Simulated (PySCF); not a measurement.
**Sulfur: a sound run and one with changed settings**

Sound run: S²⁺ [Ne] 3s2 3p2, S³⁺ [Ne] 3s2 3p1. All numbers are calculated (PySCF 2.14, scalar relativity by spin-free X2C-1e, in x2c-SVPall (4s3p1d, 18 functions)). In the sound run the correlated levels freeze [Ne]. The sound run starts from symmetry-adapted Hartree-Fock orbitals and uses a fine grid where one is needed.

Changed run: the non-relativistic Hamiltonian (point nucleus). This setting is unsound on purpose.

| species | method | sound run (hartree) | changed run (hartree) | converged |
| --- | --- | --- | --- | --- |
| S²⁺ | UHF | -397.25993 | -396.05681 | yes |
| S²⁺ | B3LYP | -397.83209 | -396.62961 | yes |
| S²⁺ | MN15 | -397.80438 | -396.60245 | yes |
| S²⁺ | MP2 | -397.31390 | -396.11081 | yes |
| S²⁺ | CCSD(T) | -397.33623 | -396.13325 | yes |
| S³⁺ | UHF | -396.00828 | -394.80585 | yes |
| S³⁺ | B3LYP | -396.55435 | -395.35255 | yes |
| S³⁺ | MN15 | -396.52103 | -395.31967 | yes |
| S³⁺ | MP2 | -396.05078 | -394.84840 | yes |
| S³⁺ | CCSD(T) | -396.07201 | -394.86979 | yes |

Ionisation energy of S²⁺:

```
 method  sound run (eV)  changed run (eV)
    UHF          34.059            34.040
  B3LYP          34.769            34.751
   MN15          34.922            34.906
    MP2          34.371            34.352
SCS-MP2          34.288            34.269
   CCSD          34.393            34.373
CCSD(T)          34.401            34.381
```

Most of the change in total energy is the relativistic energy itself. On top of that the contraction fixes the core shape for the Hamiltonian it was made with, so the changed run is not a good calculation with the other Hamiltonian either.

For comparison, NIST gives 34.86 ± 0.04 eV between the lowest levels.
